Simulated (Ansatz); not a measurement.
Relaxation of (KH)4 ring (K4H4) with RKS PBE0-D4/def2-SVP.

```sh
$ ansatz run in.yaml --threads 2 --pin off --events-out ev --progress --plain --max-ram 4352MiB
```

```yaml
crystal:
  periodic: [false, false, false]
  atoms:
    - {symbol: K, position_ang: [2.030970, -1.351020, -0.829860]}
    - {symbol: K, position_ang: [1.620190, 1.230210, 1.597240]}
    - {symbol: K, position_ang: [-2.023420, 1.380570, 0.798770]}
    - {symbol: K, position_ang: [-1.627520, -1.260000, -1.566050]}
    - {symbol: H, position_ang: [2.436860, -0.081220, 0.508630]}
    - {symbol: H, position_ang: [-0.223670, 1.441610, 1.321600]}
    - {symbol: H, position_ang: [-2.437140, 0.082290, -0.509650]}
    - {symbol: H, position_ang: [0.223720, -1.442440, -1.320680]}
basis:
  gaussian: {orbitals: def2-SVP}
hamiltonian: {xc: pbe0, dispersion: d4}
scf: {lower_state_search: "off"}
output: {orbitals: {seedname: orbitals}}
relax: {f_tol: 0.02, max_steps: 100}
```

It took 27 s on 2 threads of Intel Xeon 6975P-C on a shared host.

Positions (Å) and forces (eV/Å) at steps 1, 2, 3, 4, 5, 6, 7, 10, 11 of 11:

```xyz
8
step=1 energy=-65330.4840 eV
K     2.031   -1.351   -0.830    2.676   -2.023   -1.393
K     1.620    1.230    1.597    2.021    1.864    2.382
K    -2.023    1.381    0.799   -2.647    2.127    1.284
K    -1.628   -1.260   -1.566   -2.049   -1.966   -2.270
H     2.437   -0.081    0.509    1.999   -0.061    0.417
H    -0.224    1.442    1.322   -0.069    0.520    0.477
H    -2.437    0.082   -0.510   -1.998    0.061   -0.422
H     0.224   -1.442   -1.321    0.066   -0.523   -0.474
8
step=2 energy=-65333.0962 eV
K     2.176   -1.458   -0.903    1.578   -1.145   -0.779
K     1.730    1.328    1.724    1.207    1.048    1.363
K    -2.167    1.493    0.866   -1.561    1.209    0.711
K    -1.739   -1.364   -1.687   -1.224   -1.113   -1.295
H     2.547   -0.085    0.532    1.253   -0.037    0.262
H    -0.228    1.474    1.351   -0.049    0.351    0.322
H    -2.547    0.086   -0.533   -1.253    0.039   -0.264
H     0.228   -1.475   -1.350    0.048   -0.353   -0.320
8
step=3 energy=-65334.6500 eV
K     2.326   -1.561   -0.972    0.743   -0.487   -0.320
K     1.847    1.422    1.849    0.586    0.441    0.599
K    -2.315    1.603    0.928   -0.735    0.520    0.285
K    -1.857   -1.464   -1.804   -0.594   -0.475   -0.564
H     2.705   -0.090    0.564    0.800   -0.025    0.167
H    -0.236    1.526    1.398   -0.048    0.310    0.284
H    -2.705    0.091   -0.566   -0.800    0.027   -0.167
H     0.236   -1.527   -1.397    0.048   -0.312   -0.282
8
step=4 energy=-65335.3278 eV
K     2.424   -1.608   -0.999    0.359   -0.209   -0.132
K     1.929    1.463    1.914    0.291    0.188    0.268
K    -2.412    1.656    0.949   -0.355    0.227    0.113
K    -1.941   -1.511   -1.864   -0.296   -0.206   -0.250
H     2.895   -0.096    0.604    0.553   -0.018    0.115
H    -0.251    1.622    1.487   -0.045    0.281    0.257
H    -2.895    0.097   -0.606   -0.553    0.019   -0.115
H     0.251   -1.624   -1.485    0.045   -0.282   -0.257
8
step=5 energy=-65335.7064 eV
K     2.487   -1.626   -1.005    0.176   -0.090   -0.053
K     1.985    1.477    1.945    0.147    0.080    0.121
K    -2.474    1.677    0.951   -0.174    0.099    0.044
K    -1.998   -1.529   -1.891   -0.149   -0.089   -0.111
H     3.086   -0.102    0.644    0.349   -0.012    0.073
H    -0.271    1.750    1.604   -0.034    0.218    0.200
H    -3.086    0.104   -0.645   -0.349    0.012   -0.073
H     0.271   -1.752   -1.602    0.034   -0.218   -0.199
8
step=6 energy=-65335.9144 eV
K     2.528   -1.635   -1.005    0.071   -0.039   -0.022
K     2.024    1.484    1.961    0.058    0.035    0.049
K    -2.515    1.688    0.949   -0.070    0.041    0.020
K    -2.038   -1.537   -1.906   -0.059   -0.037   -0.047
H     3.253   -0.108    0.679    0.166   -0.006    0.035
H    -0.294    1.896    1.738   -0.021    0.131    0.120
H    -3.253    0.110   -0.680   -0.166    0.006   -0.035
H     0.294   -1.897   -1.736    0.021   -0.131   -0.120
8
step=7 energy=-65335.9867 eV
K     2.546   -1.649   -1.012    0.019   -0.019   -0.013
K     2.039    1.497    1.974    0.013    0.018    0.019
K    -2.533    1.700    0.958   -0.019    0.018    0.014
K    -2.052   -1.548   -1.921   -0.013   -0.017   -0.020
H     3.342   -0.112    0.697    0.036   -0.001    0.008
H    -0.317    2.036    1.867   -0.008    0.051    0.047
H    -3.341    0.113   -0.699   -0.036    0.001   -0.007
H     0.316   -2.038   -1.865    0.008   -0.051   -0.047
8
step=10 energy=-65336.0095 eV
K     2.509   -1.751   -1.071   -0.015    0.012    0.009
K     1.983    1.598    2.009   -0.011   -0.011   -0.014
K    -2.507    1.756    1.065    0.015   -0.013   -0.008
K    -1.985   -1.603   -2.003    0.011    0.012    0.013
H     3.121   -0.107    0.651   -0.007    0.000   -0.002
H    -0.363    2.317    2.124    0.001   -0.003   -0.002
H    -3.121    0.107   -0.651    0.007    0.000    0.002
H     0.363   -2.317   -2.124   -0.001    0.003    0.003
8
step=11 energy=-65336.0101 eV
K     2.492   -1.750   -1.070    0.004    0.001    0.002
K     1.967    1.598    2.000    0.004   -0.001    0.000
K    -2.491    1.751    1.069   -0.004   -0.001   -0.002
K    -1.967   -1.599   -1.999   -0.004    0.001    0.000
H     3.096   -0.106    0.646   -0.004    0.000   -0.001
H    -0.366    2.334    2.139    0.000   -0.002   -0.002
H    -3.096    0.106   -0.646    0.004    0.000    0.001
H     0.366   -2.334   -2.139    0.000    0.002    0.002
```

Another isomer (singlet) lies 0.65 eV lower at PBE0-D4/def2-TZVP; other spin states weren't run for this one.
